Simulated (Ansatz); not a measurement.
A geometry optimisation of C2H9ClOSi3 with r2SCAN-D4/def2-SVP

The starting geometry of this gas-phase singlet was optimised with GFN2-xTB; its bonds are those of `[SiH3]O[SiH2]/C=C\[SiH2]Cl`.

```xyz
16

C    -0.3859   -0.4081   -0.7719
C     0.2772    0.0375   -1.8376
Cl    2.4192    1.2101   -3.7663
O     1.1998    0.9394    1.1685
Si    2.0909    1.9702    2.0532
Si    0.0210   -0.1694    1.0472
Si    1.8561    1.0633   -1.8187
H     1.4179    3.2662    1.9947
H     3.3945    1.9684    1.3978
H     2.1594    1.4766    3.4281
H     0.5254   -1.4098    1.6432
H    -1.1556    0.3294    1.7643
H    -1.2818   -0.9991   -0.9423
H    -0.1138   -0.2081   -2.8229
H     2.9604    0.3972   -1.1344
H     1.6409    2.4328   -1.3583
```

Task: Predict what it relaxes into with r2SCAN-D4/def2-SVP.

Result: It keeps its bonds, and is `[SiH3]O[SiH2]/C=C\[SiH2]Cl`.

The energy falls by 0.26 eV over 37 steps:

| step | E − E(last) (eV) |
| --- | --- |
| 1 | 0.260 |
| 5 | 0.015 |
| 9 | 0.008 |
| 13 | 0.004 |
| 17 | 0.002 |
| 21 | 0.001 |
| 25 | 0.001 |
| 29 | 0.000 |
| 33 | 0.000 |
| 37 | 0.000 |

Final geometry (Å):

```xyz
16

C    -0.4105   -0.5045   -0.7704
C     0.3633   -0.0823   -1.7933
Cl    2.4553    1.1947   -3.7559
O     1.1916    0.9866    0.9840
Si    2.1556    1.9035    1.9964
Si   -0.1435   -0.0174    1.0041
Si    1.8611    1.0599   -1.7540
H     1.3314    2.9448    2.6769
H     3.2020    2.5474    1.1583
H     2.7901    1.0275    3.0244
H     0.1177   -1.2100    1.8660
H    -1.3280    0.7067    1.5579
H    -1.2501   -1.1788   -1.0033
H     0.1130   -0.4345   -2.8069
H     3.0259    0.5044   -1.0159
H     1.5507    2.4487   -1.3238
```

The end wasn't checked by frequencies. Run with Ansatz 0.2.0, 2.4 min on 4 threads of Arm Neoverse V1 (shared host).
